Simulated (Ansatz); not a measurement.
Z-matrix (Å, degrees):
```
Ti
N 1 1.8989
H 2 1.0258 1 127.88
H 2 1.0278 3 109.36 1 -172.08
N 1 1.8990 2 108.69 3 -132.51
H 5 1.0259 1 127.81 2 -132.76
H 5 1.0278 6 109.35 1 -172.10
N 1 1.8990 2 109.84 3 107.27
H 8 1.0258 1 127.83 2 12.41
H 8 1.0278 9 109.36 1 172.07
N 1 1.8991 2 109.88 3 -12.32
H 11 1.0259 1 127.79 2 -107.18
H 11 1.0278 12 109.37 1 172.09
```
Charge 0, multiplicity 1.

These are Ansatz (a quantum-chemistry and plane-wave program) with frozen-core CCSD(T)/def2-TZVPP // BP86-D3(BJ)/def2-SVP values and carry that method's errors.

```
Quantity                         Value
----------------------  --------------
HF energy               -1071.06553 Ha
MP2 correlation energy     -1.31708 Ha
```

Q: Estimate the CCSD correlation energy, the (T) correction, the total energy and the T1 diagnostic.

A: 
CCSD correlation energy: -1.33822 Ha
(T) correction: -0.06900 Ha
CCSD(T) total energy: -1072.47275 Ha
T1 diagnostic: 0.024
